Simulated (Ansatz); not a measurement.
An input meant for Be2S (charge 0, singlet; atoms displaced at random, 0.15 Å in each coordinate; with a point charge).

```yaml
crystal:
  periodic: [true, true, true]
  atoms:
    - {symbol: Be, position_ang: [-0.156982, -0.005788, -0.732789]}
    - {symbol: Be, position_ang: [0.571655, 0.273627, 0.432925]}
    - {symbol: S, position_ang: [-0.615309, -0.363724, 1.103241]}
basis:
  gaussian: {orbitals: def2-mTZVP, point_charges: [{charge: 0.50, position_ang: [4.859, -0.616, 0.485]}]}
hamiltonian: {xc: {name: HF}}
correlation: {method: bccd_t}
scf: {omitted_lower_state_checks: [starts]}
```

```sh
$ ansatz run in.yaml --threads 4 --pin off --events-out ev --progress --plain --max-ram 3916MiB
```

Shortened log:

```
Error: YAML parse error: error: line 2 column 3: crystal: missing field `lattice` (a structure is typed as `lattice` and `atoms`, a molecule's as `atoms` in Å alone, or read from a run's directory, `checkpoint`)
 --> <input>:2:3
  |
1 | crystal:
2 |   periodic: [true, true, true]
  |   ^ crystal: missing field `lattice` (a structure is typed as `lattice` and `atoms`, a molecule's as `atoms` in Å alone, or read from a run's directory, `checkpoint`)
3 |   atoms:
4 |     - {symbol: Be, position_ang: [-0.156982, -0.005788, -0.732789]}
  |
```

In this input the species is marked periodic without a cell. The program refused the input.
